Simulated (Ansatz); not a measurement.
Consider the redistribution: `Cl[Si](Cl)(Cl)[SeH]` + `N=C=C(F)[SiH3]` → `N=C=C([SiH3])[SeH]` + `F[Si](Cl)(Cl)Cl`.

Isolated molecules relaxed with PBE0-D4/def2-TZVP in Ansatz; ΔE leaves out vibrations. CCSD(T)/CBS adds triple-zeta CCSD(T) − MP2 to the extrapolated MP2 energy (def2 sets, frozen cores). DFT in def2-TZVPP. HSE06 is defined as in plane-wave codes. For Se outer-core shells are correlated without core-valence functions, which leaves a few kJ/mol of doubt a bond. Scalar relativity is left out up to krypton. One conformer a species, not always the lowest.

| level | ΔE (kcal/mol) |
| --- | --- |
| PBE-D4 | -37.2 |
| BLYP-D4 | -39.2 |
| PBE0-D4 | -39.4 |
| r2SCANh-D4 | -41.8 |
| HSE06-D4 | -39.3 |
| CAM-B3LYP-D4 | -41.7 |
| RPA@PBE/def2-TZVPP | -42.7 |
| MP2/def2-SVP | -42.6 |

Problem. What does CCSD(T)/CBS give? (An estimate is asked.)

Solution. The calculation gave: -42.7 kcal/mol. The listed levels differ from it by 5.5, 3.5, 3.3, 0.9, 3.4, 1.0, 0.0, 0.1 kcal/mol.

Largest T1 diagnostic among the species: 0.015.

Leaving LDA and LC-ωPBE aside and taking each functional with its dispersion term where it has one, the values, not all of them listed here, spread over 6.1 kcal/mol, from PBE-QIDH to PBE-D4. At CCSD(T), def2-SVP lies +3.7 kcal/mol from the extrapolated value and def2-TZVPP −1.2 kcal/mol. From r2SCAN to r2SCAN0 (25 % exact exchange), in def2-TZVPP and without D4, ΔE moves by −1.1 kcal/mol.
